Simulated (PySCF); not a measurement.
1-fluoro-1-methylcyclopropane (C4H7F), SMILES CC1(F)CC1.

The structure is a stationary point at PBE-D3(BJ)/def2-SVP.

Level of theory: PBE/def2-TZVP (PySCF).

Isolated molecule, no solvent.

```
Item                                                                                                            Value
---------------------------------------------------------------------------------------------  ----------------------
total energy                                                                                       -256.23835 hartree
point group                                                                                                        Cs
highest occupied level                                                                                       -6.42 eV
lowest empty level                                                                                            0.45 eV
orbital gap                                                                                                   6.87 eV
dipole moment                                                                                                  1.64 D
quadrupole, principal values (traceless, Buckingham form, about the centre of nuclear charge)   -2.77, 0.70, 2.07 D·Å
mean static polarisability                                                                       49.6 bohr³ (7.35 Å³)
polarisability, principal values                                                               46.2, 48.9, 53.6 bohr³
```
